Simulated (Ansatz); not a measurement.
Two isomers of C2H7BO2: A = `CB(O)CO`, B = `CCOBO`.

Program: Ansatz. Geometries: PBE0-D4/def2-TZVP. ΔE: electronic, gas phase. CCSD(T)/CBS adds triple-zeta CCSD(T) − MP2 to the extrapolated MP2 energy (def2 sets, frozen cores). DFT in def2-TZVPP. B3LYP here is the variant with VWN-RPA as its local correlation; programs differ in this. One conformer a species, not always the lowest.

(1) Which isomer does CCSD(T)/CBS put lower? Give the gap. (Estimate.)

(2) Give E(B) − E(A) in kJ/mol with PBE-D4, B2PLYP, B3LYP, ωB97M-V, CCSD(T)/def2-TZVPP, CCSD/def2-TZVPP, r2SCAN-D4. (Estimate.)

Largest T1 diagnostic: 0.012.

Results:

(1) The calculation gave: B, by 108.2 kJ/mol.

(2) The calculation gave: PBE-D4 -100.4, B2PLYP -113.3, B3LYP -112.3, ωB97M-V -105.8, CCSD(T)/def2-TZVPP -110.1, CCSD/def2-TZVPP -110.8, r2SCAN-D4 -106.1. None reverses the order clearly.

In def2-TZVPP, CCSD(T) changes the Hartree–Fock value by +15.2 kJ/mol (the triples alone add +0.7 kJ/mol) and MP2 by +13.7 kJ/mol.
